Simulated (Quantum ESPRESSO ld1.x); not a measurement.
Q: Nd3+, 57 electrons, occupied as [Kr] 4d10 4f4 5s2 5p5 (not the ground configuration). Method: scalar-relativistic Kohn-Sham, LDA (Slater exchange, Gunnarsson-Lundqvist correlation), spin-unpolarised, spherical densities, point nucleus; computed with ld1.x of Quantum ESPRESSO 7.5. Some entries of the table are withheld. Estimate them.

| orbital | occ. | eigenvalue (Ry) | <r> (bohr) |
|---|---|---|---|
| 1s | 2 | -3188.94 | 0.02365 |
| 2s | 2 | -517.513 | 0.1010 |
| 2p | 6 | -463.055 | 0.08882 |
| 3s | 2 | (1) | 0.2666 |
| 3p | 6 | -96.5723 | 0.2647 |
| 3d | 10 | -72.6875 | 0.2418 |
| 4s | 2 | -24.1398 | 0.6078 |
| 4p | 6 | -18.5123 | 0.6438 |
| 4d | 10 | -10.5114 | 0.7077 |
| 5s | 2 | -4.89057 | 1.449 |
| 5p | 5 | -3.48998 | 1.665 |
| 4f | 4 | -2.06065 | 1.025 |
| 5d | 0 | -1.77022 | (2) |
| 6s | 0 | -1.56628 | 3.253 |

A: 
(1) 3s eigenvalue (Ry): -113.748
(2) 5d <r> (bohr): 2.289
